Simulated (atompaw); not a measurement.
Logarithmic derivatives: Pr (Z = 59), PAW (atompaw)

```
Element                 : praseodymium
Generator               : atompaw 4.2.0.5
Type                    : PAW
Functional              : LDA (PW92)
Relativity              : scalar-relativistic
Frozen core             : [Kr] 4d10
Valence charge          : 13
Reference configuration : 4f3 5s2 5p6 5d0 6s0 6p0 (charge +2)
Partial waves           : 5s (bound); 6s (bound, empty); 5p (bound); 6p (bound, empty); 5d (bound, empty); 5d channel at 1.05 Ry; 4f (bound); 4f channel at 2.1 Ry
Local potential         : ultrasoft scheme with l = 4 at 0.5 Ry, radius 2.60 bohr
Core correction         : smooth core density matched at 1.50 bohr
Augmentation charge     : sinc compensation charge, radius 2.35 bohr; PAW radius 3.00 bohr; waves and projectors: bloechl
```

The phase is arctan(r·u′/u) with u = r·R(r), unwrapped; energies in Ry, scanned from -6 to 5 Ry. A pole is an energy at which the radial function vanishes at the test radius. The pseudo phase is shifted by a multiple of π to meet the all-electron one at the reference energy, and phase errors are pseudo minus all-electron; the curves can meet again beyond the range given. Levels narrower than the energy grid can be missing from the lists of poles.

Task: For each channel, where are the poles, and over which energies does the pseudopotential scatter like the atom?

Result:

```
channel  radius (bohr)  reference energy (Ry)  poles, all-electron      poles, pseudo  unbroken range about the reference energy with phases within 0.05 rad  phase error 1 Ry above the reference energy (rad)
      s           3.02                  -0.97          -3.74, 1.80  -3.74, 1.53, 4.94                                                              below 2.1                                             -0.009
      p           3.02                  -0.69          -2.31, 3.02        -2.31, 2.83                                                              below 4.2                                             -0.011
      d           3.02                  -1.00                -0.23              -0.23                                                        the whole range                                             -0.000
      f           3.02                  -1.04          -0.97, 2.39        -0.97, 2.40                                                              below 0.0                                             +0.050
```

Phases in the p channel:

```csv
E (Ry),all-electron,pseudo
-6.00,1.410,1.410
-5.52,1.399,1.399
-5.04,1.386,1.386
-4.56,1.369,1.369
-4.08,1.343,1.343
-3.60,1.300,1.300
-3.12,1.190,1.189
-2.64,-0.559,-0.559
-2.16,-1.650,-1.650
-1.68,-1.768,-1.768
-1.20,-1.859,-1.859
-0.72,-1.991,-1.991
-0.24,-2.286,-2.286
0.24,-3.198,-3.207
0.72,-4.137,-4.147
1.20,-4.438,-4.447
1.68,-4.564,-4.573
2.16,-4.634,-4.645
2.64,-4.682,-4.695
3.12,-4.719,-4.737
3.60,-4.752,-4.779
4.08,-4.784,-4.830
4.56,-4.821,-4.909
```
